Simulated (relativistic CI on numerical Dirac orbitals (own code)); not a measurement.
## Inner-shell lines of Re LXIV

Calculated at this level of theory: Dirac-Coulomb-Breit CI, KLI orbitals optimised for each configuration, QED by a radiative potential, unscaled Slater integrals (own radial code, finite nucleus).

Configuration list (outside the closed core 1s2 2s2): 2p⁶3s², 2p⁵3s²3d, 2p⁵3s²4s, 2p⁵3s²4d, 2p⁵3s3p3d, 2p⁶3s3p, 2p⁵3s3p4s. Levels of other configurations are missing.

The table holds the strongest lines. The upper levels have an inner-shell vacancy. Auger decay, open to those above the ionisation limit, is not computed, and radiative decays to configurations outside the model are missing too. Absolute energies can be off by a few tenths of a per cent, so close lines can change order. LS names give the leading component, which can be well under half, for lower levels too. Brackets number the levels in order of energy.

```csv
E (eV),Upper,Lower,A (s⁻¹),gA (s⁻¹)
9298.3,2p⁵3s3p3d ¹D2 [78],2p⁶3s3p ³P°2 [4],2.20e+14,1.10e+15
9305.2,2p⁵3s3p3d ³D3 [81],2p⁶3s3p ³P°2 [4],2.81e+14,1.97e+15
9312.6,2p⁵3s3p3d ¹P1 [82],2p⁶3s3p ³P°2 [4],3.26e+14,9.77e+14
9316.5,2p⁵3s3p3d ³D3 [83],2p⁶3s3p ³P°2 [4],1.96e+15,1.37e+16
9317.5,2p⁵3s3p3d ³D2 [41],2p⁶3s3p ³P°1 [3],2.86e+15,1.43e+16
9318.2,2p⁵3s3p3d ³D1 [40],2p⁶3s3p ³P°0 [2],2.76e+15,8.29e+15
9319.1,2p⁵3s3p3d ³P0 [42],2p⁶3s3p ³P°1 [3],2.83e+15,2.83e+15
9320.2,2p⁵3s3p3d ¹D2 [93],2p⁶3s3p ¹P°1 [5],2.02e+15,1.01e+16
9320.2,2p⁵3s3p3d ³D1 [43],2p⁶3s3p ³P°1 [3],2.77e+15,8.30e+15
9325.7,2p⁵3s²3d ¹P°1 [19],2p⁶3s² ¹S0 [1],2.87e+15,8.62e+15
9326.7,2p⁵3s3p3d ¹P1 [95],2p⁶3s3p ¹P°1 [5],2.85e+15,8.55e+15
9327.9,2p⁵3s3p3d ³D3 [86],2p⁶3s3p ³P°2 [4],2.29e+14,1.61e+15
9328.9,2p⁵3s3p3d ³P2 [87],2p⁶3s3p ³P°2 [4],2.33e+15,1.17e+16
9329.8,2p⁵3s3p3d ¹S0 [96],2p⁶3s3p ¹P°1 [5],2.96e+15,2.96e+15
9330.3,2p⁵3s3p3d ³P1 [89],2p⁶3s3p ³P°2 [4],1.56e+15,4.69e+15
9337.7,2p⁵3s3p3d ¹D2 [97],2p⁶3s3p ¹P°1 [5],6.10e+14,3.05e+15
9338.3,2p⁵3s3p3d ³D3 [90],2p⁶3s3p ³P°2 [4],2.87e+14,2.01e+15
9340.6,2p⁵3s3p3d ¹P1 [91],2p⁶3s3p ³P°2 [4],8.90e+14,2.67e+15
10649.4,2p⁵3s3p3d ³D1 [104],2p⁶3s3p ³P°1 [3],2.68e+14,8.03e+14
10663.5,2p⁵3s3p3d ³D2 [105],2p⁶3s3p ³P°1 [3],1.25e+15,6.24e+15
10666.4,2p⁵3s3p3d ³D1 [104],2p⁶3s3p ³P°0 [2],1.27e+15,3.80e+15
10675.7,2p⁵3s3p3d ³P2 [123],2p⁶3s3p ³P°2 [4],1.72e+15,8.60e+15
10677.6,2p⁵3s3p3d ³D1 [129],2p⁶3s3p ¹P°1 [5],1.51e+15,4.54e+15
10679.6,2p⁵3s3p3d ⁵P1 [124],2p⁶3s3p ³P°2 [4],1.78e+15,5.34e+15
10681.2,2p⁵3s3p3d ³P1 [106],2p⁶3s3p ³P°1 [3],1.19e+15,3.56e+15
10681.6,2p⁵3s3p3d ³P0 [107],2p⁶3s3p ³P°1 [3],1.85e+15,1.85e+15
10682.6,2p⁵3s3p3d ³F2 [130],2p⁶3s3p ¹P°1 [5],1.73e+15,8.64e+15
10682.9,2p⁵3s3p3d ³D3 [125],2p⁶3s3p ³P°2 [4],1.68e+15,1.18e+16
10684.9,2p⁵3s²3d ³D°1 [99],2p⁶3s² ¹S0 [1],1.80e+15,5.39e+15
10688.1,2p⁵3s3p3d ³P0 [132],2p⁶3s3p ¹P°1 [5],1.86e+15,1.86e+15
10693.0,2p⁵3s3p3d ³D1 [108],2p⁶3s3p ³P°1 [3],3.59e+14,1.08e+15
10698.1,2p⁵3s3p3d ³D2 [109],2p⁶3s3p ³P°1 [3],5.30e+14,2.65e+15
10698.2,2p⁵3s3p3d ³P1 [106],2p⁶3s3p ³P°0 [2],4.55e+14,1.37e+15
12151.8,2p⁵3s²4d ¹P°1 [165],2p⁶3s² ¹S0 [1],1.05e+15,3.14e+15
13577.6,2p⁵3s²4d ³D°1 [189],2p⁶3s² ¹S0 [1],6.54e+14,1.96e+15
```
